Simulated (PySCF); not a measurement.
Vertical excitations of a molecule C3H9NSi from TDDFT-PBE/def2-SVPD (PySCF), as energy in eV (oscillator strength): 4.62 (0.005), 4.95 (0.015), 5.30 (0.012), 5.43 (0.162), 5.56 (0.015), 5.86 (0.025), 5.97 (0.061), 6.40 (0.009), 7.01 (0.039), 7.22 (0.001). Lowest triplet (TDA): 3.86 eV. The structure is a stationary point at PBE0-D3(BJ)/def2-SVP. One conformer was computed; it need not be the lowest.

Task: Pick the molecule that these values belong to.
(A) C=CC[SiH2]N
(B) C[Si]N(C)C
(C) C=C([SiH3])CN
(D) C=CN(C)[SiH3]

Result: D, C=CN(C)[SiH3]
